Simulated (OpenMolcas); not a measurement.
## In+: effect of the basis set

```yaml
Program: OpenMolcas 26.06
Method: "MS-CASPT2, IPEA 0.25 Eh, imaginary shift 0.1 Eh (closed shells correlated: 4d)"
Active_space: 2 electrons in 8 orbitals (5s 5p 6s 6p)
State_averaging: 2S+1 = 3 even, 3 roots; 2S+1 = 1 even, 7 roots; 2S+1 = 3 odd, 3 roots; 2S+1 = 1 odd, 3 roots
Spin-orbit_coupling: state interaction with AMFI integrals over the reference wave functions, term energies averaged over their components
```

A. ANO-RCC-VTZP [7s6p4d2f1g], DKH2, point nucleus; CASPT2 step of the order of 5 core-seconds
B. ANO-RCC-VQZP [8s7p5d3f2g], DKH2, point nucleus; CASPT2 step of the order of 10 core-seconds
C. ANO-RCC [10s9p8d5f3g], DKH2, point nucleus; CASPT2 step roughly 25 core-seconds

Energies in cm⁻¹ above 5s² ¹S₀, the measured ground level; measured values from NIST Handbook of Basic Atomic Spectroscopic Data.

```json
{"Level": "5s² ¹S₀", "A": "0.0", "B": "0.0", "C": "0.0", "Measured": "0.0"}
{"Level": "5s 5p ³P°₀", "A": "41960", "B": "41590", "C": "41690", "Measured": "42276"}
{"Level": "5s 5p ³P°₁", "A": "42840", "B": "42520", "C": "42610", "Measured": "43351"}
{"Level": "5s 5p ³P°₂", "A": "44770", "B": "44580", "C": "44630", "Measured": "45830"}
{"Level": "5s 5p ¹P°₁", "A": "62580", "B": "62150", "C": "61920", "Measured": "63038"}
```

Deviations, from unrounded energies. A percentage is the sum of absolute deviations over the sum of measured energies, with the sign that they share, or ± where signs differ.

```tsv
Against measurement	Levels	A	B	C
mean absolute deviation (cm-1)	4	580	910	910
other configurations (%)	4	-1.2	-1.9	-1.9
```

A lies closest to measurement on these levels and B furthest from it. The largest miss of A in the table is 5s 5p ³P°₂, by -1100 cm-1. The ranking rests on the paired levels alone, and a cruder setting can come out closer through cancelling errors.

Among A to C the level of the table that moves most is 5s 5p ¹P°₁, by 660 cm-1 (lowest in C, highest in A). Moves below CASPT2's spread within the term are not significant.

Over all roots computed the reference weight is 0.86 to 0.94 in B, 0.86 to 0.94 in C; the roots of lowest weight are the least certain, and an intruder state may touch them. The run also gave levels led by 5s 6s, which use shells meant for correlation; these and all levels above them are left out. Measured partners are found by configuration, term and J. A level has none where our copy of the source lacks it or the pairing is in doubt (some pairs that miss far off the trend of their configuration count as doubtful), and it then counts in no deviation. Only configurations of the active space appear. The table leaves out levels that lie high or whose names do not pair safely across all columns.

° marks odd parity.
